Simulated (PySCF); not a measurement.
PySCF 2.14 output of an unrestricted B2PLYP calculation on a single atom or ion in aug-cc-pwCVQZ-PP with ECP60MDF (9s9p8d5f4g3h, 180 functions), with a scalar-relativistic core potential:

```
SCF conv_tol = 1e-09
number electrons alpha = 9  beta = 8
    A. D. Becke.,  Phys. Rev. A 38, 3098 (1988)
    C. Lee, W. Yang, and R. G. Parr.,  Phys. Rev. B 37, 785 (1988)
    B. Miehlich, A. Savin, H. Stoll, and H. Preuss.,  Chem. Phys. Lett. 157, 200 (1989)
cycle= 1 E= -118.755557792285  delta_E= -0.00692  |g|= 0.0313  |ddm|= 0.21
cycle= 2 E= -118.756222398597  delta_E= -0.000665  |g|= 0.0159  |ddm|= 0.0422
cycle= 3 E= -118.756553029183  delta_E= -0.000331  |g|= 0.00957  |ddm|= 0.0279
cycle= 4 E= -118.756868254221  delta_E= -0.000315  |g|= 0.00695  |ddm|= 0.0316
cycle= 5 E= -118.757421836403  delta_E= -0.000554  |g|= 0.0051  |ddm|= 0.0721
cycle= 6 E= -118.757861252768  delta_E= -0.000439  |g|= 0.00302  |ddm|= 0.098
cycle= 7 E= -118.757946675689  delta_E= -8.54e-05  |g|= 0.00222  |ddm|= 0.0439
cycle= 8 E= -118.757952530811  delta_E= -5.86e-06  |g|= 0.00105  |ddm|= 0.00829
cycle= 9 E= -118.757954461952  delta_E= -1.93e-06  |g|= 0.000326  |ddm|= 0.00563
cycle= 10 E= -118.757954620366  delta_E= -1.58e-07  |g|= 3.95e-05  |ddm|= 0.00221
cycle= 11 E= -118.757954621105  delta_E= -7.39e-10  |g|= 1.35e-06  |ddm|= 5.65e-05
converged SCF energy = -118.757954621105  <S^2> = 0.89243301  2S+1 = 2.1376932
```

The run itself started from symmetry-adapted Hartree-Fock orbitals and held the occupation by maximum overlap, on a logarithmic radial grid, so the iterations belong to that start.

Which element, charge and spin multiplicity is this?

Pt⁺ (platinum, charge +1), multiplicity 2; the state was [Xe] 4f14 5d9, 2D determinant. The SCF energy lacks the PT2 part of the double hybrid.

Energies and moments cover only the electrons outside the core potential. Spin-orbit coupling, absent here, splits the open shell strongly. ⟨S²⟩ = 0.89 against 0.75 shows spin contamination.
